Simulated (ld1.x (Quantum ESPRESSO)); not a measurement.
**Nb (Z = 41), ultrasoft: configuration errors across variants**

* Element: Nb
* Generator: ld1.x (Quantum ESPRESSO) 7.5
* Type: ultrasoft
* Functional: LDA (PZ)
* Relativity: non-relativistic
* Frozen core: [Kr]
* Valence charge: 5
* Reference configuration: 4d4 5s1 5p0
* Partial waves: 5s (bound): rcut 3.40, rcutus 3.65 bohr; 5s channel at 0.45 Ry: rcut 3.40, rcutus 3.65 bohr; 5p (bound, empty): rcut 3.45, rcutus 3.75 bohr; 5p channel at 4.1 Ry: rcut 3.45, rcutus 3.75 bohr; 4d (bound): rcut 1.40, rcutus 1.70 bohr; 4d channel at 0.25 Ry: rcut 1.40, rcutus 1.70 bohr; 4f channel at 0.05 Ry: rc 3.70 bohr
* Local potential: the f channel
* Core correction: a·sin(br)/r model core, default radius (core density twice the valence density)
* Augmentation charge: PSQ, inside the norm-conserving radii

All-electron excitation energies from the reference (eV): (1) 4d4 5s0 5p0 6.579; (2) 4d3 5s0 5p0 21.057; (3) 4d2 5s0 5p0 46.327; (4) 4d3 5s1 5p1 3.109; (5) 4d4 5s0 5p1 2.790; (6) 4d4 5s0.5 5p0 2.615; (7) 4d5 5s0 5p0 0.918; (8) 4d4 5s1 5p0 spin -2.577; (9) 4d4 5s0 5p0 spin 4.463.

Spin tests fill each open shell by Hund’s rule, majority spin first.

7 further variants failed, have other tests or another functional or relativity, and are left out.

Errors AE − PS in meV (a dash: test not solved or not reliable):

| change | (1) | (2) | (3) | (4) | (5) | (6) | (7) | (8) | (9) | bound ghosts |
| --- | --- | --- | --- | --- | --- | --- | --- | --- | --- | --- |
| base | -13 | -77 | -513 | -59 | -4.5 | -2.3 | -36 | +181 | +165 | none |
| wave 4f channel at 0.05 Ry: rc 3.70 bohr becomes 4f channel at 0.05 Ry: rc 5.34 bohr | -14 | -82 | -559 | -67 | -4.5 | -2.6 | -39 | +180 | +162 | none |
| type TM; waves now 5s (bound): rc 3.65 bohr; 5p (bound): rc 3.75 bohr; 4d (bound): rc 1.70 bohr; 4f channel at 0.05 Ry: rc 3.70 bohr | -11 | -51 | -422 | +5.9 | -2.2 | -1.7 | -23 | +202 | +194 | none |

Q: Give the same row for: wave 5p channel at 4.1 Ry: rcut 3.45, rcutus 3.75 bohr becomes 5p channel at -0.18 Ry: rcut 3.45, rcutus 3.75 bohr.

A: -13, -77, -513, -64, -4.6, -2.3, -36, +181, +165; bound ghosts: none.
